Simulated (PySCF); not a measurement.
# Gas-phase thermal properties of TiF4

Energies from PySCF (xtb for GFN2), thermal terms from the rigid-rotor harmonic-oscillator model, ideal gas at 1 bar. 6-31G* has spherical d functions here. All species are closed-shell singlets. B3LYP is the form with VWN-RPA correlation. The harmonic model lacks anharmonicity and excited electronic states, which grow with temperature; levels with a mode under 35 cm⁻¹ are left out.

| level | point group | σ | ZPE (kJ/mol) | S°298 (J/mol/K) | Cp298 (J/mol/K) | S°1000 (J/mol/K) | H1000 − H298 (kJ/mol) |
|---|---|---|---|---|---|---|---|
| B3LYP/6-31G* | Td | 12 | 26.0 | 304.7 | 81.8 | 420.1 | 68.4 |
| GFN2-xTB | Td | 12 | 21.3 | 309.4 | 87.6 | 429.2 | 70.7 |
| HF/6-31G* | Td | 12 | 27.7 | 301.3 | 79.9 | 415.2 | 67.7 |
| PBE/def2-SVP | Td | 12 | 24.9 | 307.2 | 83.0 | 423.5 | 68.9 |
| PBE0/def2-TZVP | Td | 12 | 25.2 | 306.1 | 82.6 | 422.2 | 68.8 |
σ: rotational symmetry number. Electronic degeneracy used: 1. Frequencies are unscaled.
